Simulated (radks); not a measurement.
The numbers below are computed, except where a source is named.
The europium anion Eu- inside a hard spherical wall (all orbitals vanish at R), configuration held at [Xe] 4f8 6s2 and not refilled when levels cross. Level of theory: scalar-relativistic Kohn-Sham, PBE, spin-polarised, spherical densities, point nucleus; open shells are filled with parallel spins first (spin-orbit coupling, left out, can overturn this in heavy ions) (a radial shooting solver on a logarithmic mesh with Libxc functionals). Eigenvalues in eV for spin up, with the zero of energy where the potential of the charges vanishes at infinity; a dash marks a level that is unbound or too diffuse for the functional's potential to be trusted. A positive occupied level is held by the wall or, in an anion where self-interaction has pushed it up, behind a barrier. The pressure on the wall is -dE/dV.

\begin{tabular}{lrrrrrrrrr}
R (bohr) & E (hartree) & kinetic (hartree) & e(5s) & e(5p) & e(4f) & e(6s) & e(5d, empty) & e(6p, empty) & pressure (GPa) \\ \hline
15 & -10844.2810 & 11618.946 & -42.651 & -21.548 & -0.962 & -0.921 & - & - & 0.114 \\
12 & -10844.2410 & 11618.916 & -41.046 & -20.043 & 0.841 & -0.007 & - & - & 0.270 \\
10 & -10844.1994 & 11618.920 & -39.153 & -18.258 & 2.911 & 0.959 & 3.370 & 3.152 & 0.627 \\
7 & -10844.0524 & 11619.119 & -34.255 & -13.647 & 8.119 & 4.007 & 6.856 & 7.201 & 4.42 \\
6 & -10843.9205 & 11619.454 & -32.154 & -11.686 & 10.352 & 6.314 & 8.880 & 10.534 & 12.1 \\
5 & -10843.6263 & 11620.320 & -29.282 & -9.032 & 13.489 & 10.886 & 12.141 & 17.033 & 42.4 \\
4 & -10842.7916 & 11623.091 & -24.171 & -4.230 & 19.374 & 22.086 & 18.692 & 32.043 & 212 \\
2 & -10818.0771 & 11700.419 & 39.503 & 68.073 & 87.700 & 223.51 & 114.61 & 258.20 & 31100 \\
1.5 & -10762.1803 & 11861.391 & 156.02 & 201.53 & 170.31 & 546.35 & 272.43 & 597.12 & 222000 \\
\end{tabular}
